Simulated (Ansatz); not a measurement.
C3H5F3O can be A, `CC(F)OC(F)F`, or B, `FCOC(F)CF`.

Computed with Ansatz on PBE0-D4/def2-TZVP structures; ΔE is electronic, products minus reactants. CCSD(T)/CBS adds triple-zeta CCSD(T) − MP2 to the extrapolated MP2 energy (def2 sets, frozen cores). Functionals use def2-TZVPP. B3LYP here is the variant with VWN-RPA as its local correlation; programs differ in this. Each species was taken in one conformer, which may not be the lowest.

(1) Which isomer does CCSD(T)/CBS put lower? Give the gap. (An estimate is asked.)

(2) Give E(B) − E(A) in kJ/mol with HF/def2-TZVPP, ωB97M-V, MP2/def2-TZVPP, PBE-D4, CCSD(T)/def2-TZVPP, LDA (SPW92), B3LYP. (An estimate is asked.)

(3) Does the order hold for the free energy at 298.15 K (harmonic terms from PBE0-D4)? (An estimate is asked.)

Largest T1 diagnostic: 0.012.

Results:

(1) Computed: A, by 63.4 kJ/mol.

(2) Ansatz gave: HF/def2-TZVPP 63.0, ωB97M-V 66.5, MP2/def2-TZVPP 68.1, PBE-D4 64.6, CCSD(T)/def2-TZVPP 65.2, LDA (SPW92) 74.1, B3LYP 60.3. None reverses the order clearly.

(3) Ansatz gave: Yes: G(B) − G(A) = +64.5 kJ/mol, for one conformer each. Modes under 60 cm⁻¹, often nearly free rotors, make the harmonic entropy too high.

At CCSD(T), def2-SVP lies +10.1 kJ/mol from the extrapolated value and def2-TZVPP +1.8 kJ/mol. From BLYP to BHLYP (50 % exact exchange), in def2-TZVPP and without D4, E(B) − E(A) moves by +5.3 kJ/mol.
